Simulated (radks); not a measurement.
Values are calculated unless marked as measured or tabulated.
Valence configurations of Pb I. Code: a radial shooting solver on a logarithmic mesh with Libxc functionals. Model: Dirac Kohn-Sham, PBEsol, spin-unpolarised, spherical densities, point nucleus; open shells fill j = l - 1/2 first. Energies are relative to [Hg] 6p2; eigenvalues in eV.

valence,E (eV),e(4f5/2),e(4f7/2),e(5d3/2),e(5d5/2),e(6p1/2)
[Hg] 6p2,0.000,-134.20,-129.17,-21.609,-19.029,-4.016
[Xe] 4f13 5d10 6s2 6p3,135.59,-153.68,-148.50,-28.038,-25.145,-5.545
[Xe] 4f14 5d8 6s2 6p4,39.566,-146.27,-141.23,-30.722,-27.881,-6.878
[Xe] 4f14 5d9 6s2 6p3,18.104,-140.23,-135.20,-26.233,-23.522,-5.504
[Xe] 4f14 5d8.5 6s2 6p3.5,28.418,-143.25,-138.21,-28.490,-25.714,-6.201
[Xe] 4f14 5d10 6p4,18.302,-138.26,-133.22,-25.424,-22.795,-5.949
[Xe] 4f13.5 5d10 6s2 6p2.5,65.520,-143.86,-138.76,-24.807,-22.070,-4.793
[Xe] 4f14 5d10 6s1.5 6p2.5,4.398,-135.28,-130.25,-22.636,-20.043,-4.552
[Xe] 4f12 5d10 6s2 6p4,289.74,-173.78,-168.45,-34.623,-31.417,-7.007
[Xe] 4f14 5d9.5 6s2 6p2.5,8.630,-137.22,-132.19,-23.944,-21.298,-4.779

NIST lists [Hg] 6p2 as the ground configuration; this level of theory agrees among the configurations tried. The energies are those of spherical spin-averaged densities, not of single terms.
